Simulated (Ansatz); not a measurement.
silylphosphine (H$_{5}$PSi), singlet, geometry from GFN2-xTB; Ansatz (a quantum-chemistry and plane-wave program) with WB97X-V/def2-SV(P).

Input for Ansatz:
Ansatz 0.2 input:
```yaml
crystal:
  periodic: [false, false, false]
  atoms:
    - {symbol: Si, position_ang: [-1.05846784, 0.09179922, 0.22155758]}
    - {symbol: P, position_ang: [1.09953350, -0.07240592, -0.33991659]}
    - {symbol: H, position_ang: [-1.78374110, -0.88506019, -0.58934952]}
    - {symbol: H, position_ang: [-1.47836332, 1.45493704, -0.09998404]}
    - {symbol: H, position_ang: [-1.30634760, -0.17269873, 1.64099048]}
    - {symbol: H, position_ang: [1.32050240, -1.26744102, 0.31993206]}
    - {symbol: H, position_ang: [1.57349692, 0.67116259, 0.72535376]}
basis:
  gaussian:
    orbitals: def2-SV_P_.json
hamiltonian:
  xc: {name: wB97X-V}
```
The basis file holds def2-SV(P) in the JSON format of the Basis Set Exchange.

The log (banner, timings and long lists left out):

```
Functional definition: wB97X-V
484 factors; integrals over basis functions are off by at most 1.0e-3 eV
225 factors; integrals over basis functions are off by at most 3.6e-6 eV
mean field evaluation 1: about -17238.7378 eV, gradient 7.8e0 eV
mean field evaluation 2: about -17239.0180 eV, gradient 2.4e0 eV
mean field evaluation 4: about -17239.0446 eV, gradient 1.2e-1 eV
mean field evaluation 8: about -17239.0786 eV, gradient 3.2e-3 eV
mean field -17239.07860708 eV, -633.5244537432 hartree, gradient 2.3e-5 eV, S^2 0.000000; 0 other end points of the search recorded, 0 dependent functions left out
reference -17239.07860556 eV, -633.5244536872 hartree; 17, 17 occupied and 29, 29 virtual orbitals, 484 factors
Total energy: -17239.07860556 eV, -633.5244536872 hartree
```
